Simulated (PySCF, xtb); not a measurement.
CH7NSi3, SMILES [SiH3][Si@H]1N=C[SiH2]1.

GFN2-xTB (xtb) at its own geometry gives an orbital gap of 2.08 eV and a dipole moment of 2.31 D.

Geometry optimised at PBE-D3(BJ)/def2-SVP. The structure was generated by enumeration; whether it is a known compound was not checked.

Task: What does B3LYP/def2-TZVP (PySCF) give? (Estimate from the structure and the level; the computed values follow.)

Result: gap 5.09 eV (levels -6.63 and -1.55 eV), dipole 1.64 D.
